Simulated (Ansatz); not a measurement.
`C[S][AlH][F]` + `CNC` → `C[N](C)[AlH][F]` + CH₃SH at 298.15 K and 1 bar (ligand exchange at the Al–S bond).

Isolated molecules relaxed with PBE0-D4/def2-TZVP in Ansatz; ΔE leaves out vibrations. CCSD(T)/CBS is the MP2 limit (def2-TZVPP, def2-QZVPP) plus CCSD(T) − MP2 in def2-TZVPP, frozen cores. This one scheme is used for every species. Each species was taken in one conformer, which may not be the lowest.

```tsv
species	CCSD(T)/CBS energy (Eh)	H − E (kJ/mol)	S (J/(mol·K))
`C[S][AlH][F]`	-780.15488	147.1	333.6
`CNC`	-135.00321	256.9	271.4
`C[N](C)[AlH][F]`	-476.92428	262.6	343.7
CH₃SH	-438.22835	133.0	253.2
```

H − E and S are ideal-gas, rigid-rotor, harmonic terms from PBE0-D4/def2-TZVP, for one conformer and one mirror image of each species. 1 Eh = 2625.50 kJ/mol, R = 8.31446 J/(mol·K).

Task: By hand: ΔE, ΔH, ΔS and ΔG.

Result: ΔE = (-476.92428) + (-438.22835) − (-780.15488) − (-135.00321) = 0.00546 Eh = 14.3 kJ/mol. Δ(H − E) = 262.6 + 133.0 − 147.1 − 256.9 = -8.4, so ΔH = 5.9 kJ/mol. ΔS = 343.7 + 253.2 − 333.6 − 271.4 = -8.1 J/(mol·K). ΔG = 5.9 − 298.15 × (-8.1)/1000 = 8.3 kJ/mol.

Task: By hand: the equilibrium constant, and the temperature at which ΔG would vanish if ΔH and ΔS stayed fixed.

Result: log₁₀ K = −ΔG/(RT ln 10) = -1.5. ΔH and −TΔS have one sign here, so there is no such temperature.

TΔS isn't small against ΔH here. A doubt of 5 kJ/mol in ΔE shifts log₁₀ K by 0.9 here. Other conformers and mirror images would add mixing entropy, several J/(mol·K) or more a flexible species. These are equilibria of isolated gas molecules and say nothing of rates. Largest T1 diagnostic: 0.012 (customary marks: 0.02 for closed shells, 0.045 for open ones).

ΔS is within the doubt of such terms, so its sign, and with it that verdict, could turn.
